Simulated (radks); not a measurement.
Values are calculated unless marked as measured or tabulated.
Problem. Ho XXVII, configuration [Kr] 4d5. Level of theory: scalar-relativistic Kohn-Sham, exchange-only LDA, spin-polarised, spherical densities, point nucleus; open shells are filled with parallel spins first (spin-orbit coupling, left out, can overturn this in heavy ions) (a radial shooting solver on a logarithmic mesh with Libxc functionals). Some entries of the table are withheld. Estimate them.

| orbital | occ. | eigenvalue (Ry) | <1/r> (bohr^-1) | r(max) (bohr) |
|---|---|---|---|---|
| 1s up | 1 | -4138.830 | 76.01 | 0.01312 |
| 1s down | 1 | -4138.818 | 76.01 | 0.01312 |
| 2s up | 1 | -745.5186 | 17.68 | 0.07468 |
| 2s down | 1 | -745.2059 | 17.68 | 0.07467 |
| 2p up | 3 | -667.9343 | 16.38 | 0.06063 |
| 2p down | 3 | -667.6756 | 16.38 | 0.06062 |
| 3s up | 1 | -214.8907 | 6.545 | 0.2110 |
| 3s down | 1 | -214.6705 | 6.549 | 0.2110 |
| 3p up | 3 | -191.1855 | 6.132 | 0.2073 |
| 3p down | 3 | -190.9524 | 6.135 | 0.2073 |
| 3d up | 5 | -161.3521 | 5.817 | 0.1688 |
| 3d down | 5 | -161.0595 | 5.818 | 0.1689 |
| 4s up | 1 | -87.01437 | 2.993 | 0.4664 |
| 4s down | 1 | -86.18560 | 2.992 | 0.4660 |
| 4p up | 3 | -78.52479 | 2.806 | 0.4810 |
| 4p down | 3 | -77.70467 | 2.803 | 0.4807 |
| 4d up | 5 | (1) | 2.605 | 0.4816 |
| 4d down | 0 | (2) | 2.602 | 0.4813 |

Solution. 
(1) 4d up eigenvalue (Ry): -67.31032
(2) 4d down eigenvalue (Ry): -66.49634
